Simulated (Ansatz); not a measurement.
Cost and result for the atomization energy of `O=C[SiH](F)[SiH3]` (10 atoms, 9 bonds).

```xyz
10

O     0.281   -1.723   -1.729
C    -0.578   -1.569   -0.897
Si   -0.869    0.186   -0.173
F    -2.036    0.099    0.930
Si    1.120    0.977    0.781
H    -1.186   -2.439   -0.554
H    -1.350    1.043   -1.288
H     2.149    1.072   -0.286
H     0.893    2.318    1.381
H     1.575    0.034    1.836
```

The species carries charge 0 and has multiplicity 1. Geometry: relaxed with PBE0-D4/def2-TZVP. It is one conformer, not always the lowest. Program: Ansatz. All runs use 4 threads of an Intel Xeon Platinum 8488C on a shared host. Times are those of one run each, without the atoms' runs, and a repeat can differ threefold. Electronic energies, without spin–orbit coupling; frozen cores. CCSD(T)/CBS adds CCSD(T) − MP2 in def2-TZVPP to the MP2 limit, and its time is that of the two runs behind it. T1 = 0.015. B3LYP takes the VWN-RPA correlation (the form of Gaussian; ORCA's B3LYP/G).

CCSD(T)/CBS is a level of theory with its own doubt, some kJ/mol a heavy atom from the limit and from the frozen cores, so smaller differences don't rank the functionals.

```csv
level,functions,wall time,atomization (kJ/mol),difference from CCSD(T)/CBS,per bond
PBE-D4/def2-TZVPP (with forces),247,1.6 s,3589.6,41.9,4.7
PBE0-D4/def2-TZVPP,247,2 s,3511.7,-36.0,-4.0
r2SCAN-D4/def2-TZVPP (with forces),247,2.4 s,3547.2,-0.5,-0.1
B3LYP-D4/def2-TZVPP (with forces),247,3.1 s,3534.4,-13.3,-1.5
B2PLYP/def2-TZVPP,247,3.8 s,3497.8,-49.9,-5.5
ωB97X-V/def2-TZVPP,247,4.7 s,3564.3,16.6,1.9
ωB97M-V/def2-TZVPP (with forces),247,7 s,3544.1,-3.6,-0.4
MP2/def2-QZVPP,461,14 s,3564.7,17.0,1.9
CCSD(T)/def2-TZVPP,247,67 s,3444.1,-103.6,-11.5
CCSD(T)/CBS(def2),–,81 s,3547.7,0.0,0.0
```

The D4 term adds +33.8 kJ/mol with B3LYP and +17.8 kJ/mol with PBE0; it sums over pairs of atoms, weighted by their polarisabilities, and B3LYP, whose exchange is more repulsive, gets the larger term. In def2-TZVPP, CCSD(T) changes the Hartree–Fock value by +880.8 kJ/mol (the triples alone add +55.0 kJ/mol) and MP2 by +939.0 kJ/mol; breaking electron pairs costs correlation energy, which Hartree–Fock lacks. From PBE to PBE0 (25 % exact exchange), in def2-TZVPP and without D4, the atomization energy moves by −74.8 kJ/mol: exact exchange takes away binding that semilocal exchange gives to molecules.
